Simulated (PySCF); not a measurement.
PySCF 2.14 output of a UHF calculation on a single atom or ion in aug-cc-pVQZ-PP with ECP10MDF, with a scalar-relativistic core potential:

```
SCF conv_tol = 1e-09
number electrons alpha = 9  beta = 7
cycle= 1 E= -194.055387985164  delta_E= -0.00939  |g|= 0.0425  |ddm|= 0.0315
cycle= 2 E= -194.055563811922  delta_E= -0.000176  |g|= 0.00635  |ddm|= 0.00487
cycle= 3 E= -194.055568517004  delta_E= -4.71e-06  |g|= 0.000965  |ddm|= 0.0013
cycle= 4 E= -194.055568657583  delta_E= -1.41e-07  |g|= 0.000319  |ddm|= 0.00029
cycle= 5 E= -194.055568686823  delta_E= -2.92e-08  |g|= 6.13e-05  |ddm|= 0.00017
cycle= 6 E= -194.055568688155  delta_E= -1.33e-09  |g|= 5.89e-06  |ddm|= 3.98e-05
cycle= 7 E= -194.055568688167  delta_E= -1.18e-11  |g|= 5.72e-07  |ddm|= 3.67e-06
converged SCF energy = -194.055568688167  <S^2> = 2.0025989  2S+1 = 3.0017321
```

The run itself started from symmetry-adapted Hartree-Fock orbitals and held the occupation by maximum overlap, so the iterations belong to that start.

Which element, charge and spin multiplicity is this?

Cu³⁺ (copper, charge +3), multiplicity 3; the state was [Ar] 3d8, high-spin 3F determinant.

Energies and moments cover only the electrons outside the core potential.
